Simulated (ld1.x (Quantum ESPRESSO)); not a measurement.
P (Z = 15): variants of one TM potential

Base potential:

* Element: phosphorus (P)
* Generator: ld1.x (Quantum ESPRESSO) 7.5
* Type: norm-conserving Troullier–Martins (Kleinman–Bylander form)
* Functional: PBEsol
* Relativity: non-relativistic
* Frozen core: [Ne]
* Valence charge: 5
* Reference configuration: 3s2 3p3
* Partial waves: 3s (bound): rc 1.75 bohr; 3p (bound): rc 1.85 bohr
* Local potential: the p channel
* Core correction: Bessel-smoothed model core inside 0.90 bohr

Cutoffs, loose and tight: the cutoffs (Ry, on a coarse ladder) from which the occupation-weighted sum of valence levels, in a spherical-Bessel basis at the reference potential, stays within 10 and 1 mRy of its value at 400 Ry. They do not see the model core or the augmentation charge, which bear on the density cutoff. Test errors are all-electron minus pseudo excitation energies from the reference, over the configurations 3s2 3p2; 3s2 3p1; 3s2 3p0; 3s2 3p3.3; 3s1 3p3; 3s1 3p4; 3s1 3p0. A dash means not determined; rows that change the core or the reference have their own tests.

```tsv
change	outcome	cutoff, loose	cutoff, tight	bound ghosts	largest test error (meV)
base	generated	21 Ry	45 Ry	none	+149
all radii but the core radius scaled by about 0.79 (s 1.38, p 1.46 bohr)	generated	35 Ry	70 Ry	none	+126
all radii but the core radius scaled by about 0.88 (s 1.54, p 1.62 bohr)	generated	21 Ry	50 Ry	none	+145
all radii but the core radius scaled by about 1.06 (s 1.84, p 1.96 bohr)	generated	18 Ry	40 Ry	none	+145
all radii but the core radius scaled by about 1.14 (s 2.00, p 2.12 bohr)	generated	18 Ry	35 Ry	none	+136
all radii but the core radius scaled by about 1.24 (s 2.18, p 2.30 bohr)	generated	15 Ry	35 Ry	none	+116
all radii but the core radius scaled by about 1.36 (s 2.38, p 2.52 bohr)	generated	12 Ry	25 Ry	none	+162
```

Reading the sweep of the scale of all radii but the core radius (base = 1) (base included, trends over the rows without a ghost): The loose cutoff falls from 35 Ry at 0.79 to 12 Ry at 1.36. A larger radius leaves more room for a smooth pseudo-wave, so fewer plane waves are needed; a smaller one forces it to follow the all-electron wave where it bends sharply. The median size of the test errors (rows with all tests solved) is not monotonic: lowest 3.2 meV at 1, highest 23.1 meV at 1.36.
